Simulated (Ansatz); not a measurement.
A run for Ansatz (an electronic-structure program): R-CAM-B3LYP/def2-TZVPP on C4H4N2 (SMILES c1ccnnc1).

Ansatz 0.2 input:
```yaml
crystal:
  periodic: [false, false, false]
  atoms:
    - {symbol: C, position_ang: [0.68841632, 0.79960688, 0.13074790]}
    - {symbol: C, position_ang: [-0.68822808, 0.80620471, 0.08221471]}
    - {symbol: C, position_ang: [-1.31797014, -0.42150199, -0.10320032]}
    - {symbol: N, position_ang: [-0.66348973, -1.57174959, -0.23225147]}
    - {symbol: N, position_ang: [0.66312058, -1.57810755, -0.18548275]}
    - {symbol: C, position_ang: [1.31786993, -0.43413476, -0.01027462]}
    - {symbol: H, position_ang: [1.26494883, 1.70421986, 0.27140473]}
    - {symbol: H, position_ang: [-1.26454809, 1.71634255, 0.18223018]}
    - {symbol: H, position_ang: [-2.39757871, -0.49894977, -0.15221544]}
    - {symbol: H, position_ang: [2.39745910, -0.52193036, 0.01682707]}
basis:
  gaussian:
    orbitals: def2-TZVPP
hamiltonian:
  xc: {name: CAM-B3LYP}
scf: {lower_state_search: off}
```

It printed:

```
WARN ansatz: RAYON_NUM_THREADS=6 ignored (pool sized by the plan → 6); use --threads N
Functional definition: CAM-B3LYP
these checks for a lower state are left out or cut short: stability, starts, cluster_reference, orbital_swaps, neighbouring_geometries, increment
integrals: 0.19 GiB planned
1266 factors; their error is unknown
integrals: 0.23 GiB planned
318 factors; integrals over basis functions are off by at most 1.3e-5 eV
mean field: 1.79 GiB planned
mean field evaluation 1: about -7186.1819 eV, gradient 4.4e1 eV
mean field evaluation 2: about -7188.1218 eV, gradient 3.4e1 eV
mean field evaluation 4: about -7190.6149 eV, gradient 2.9e0 eV
mean field evaluation 8: about -7190.6301 eV, gradient 4.3e-2 eV
mean field evaluation 16: about -7190.6239 eV, gradient 1.2e-4 eV
mean field -7190.62388501 eV, -264.2505537941 hartree, gradient 4.8e-6 eV, S^2 0.000000; 0 other end points of the search recorded, 0 dependent functions left out
reference -7190.62400132 eV, -264.2505580684 hartree; 21, 21 occupied and 221, 221 virtual orbitals, 1266 factors
Total energy: -7190.62400132 eV, -264.2505580684 hartree
Checks for a lower state left out: stability, starts, cluster_reference, orbital_swaps, neighbouring_geometries, increment
```

Self-consistency was reached.

Cost: about 8 core-seconds (a rough figure).
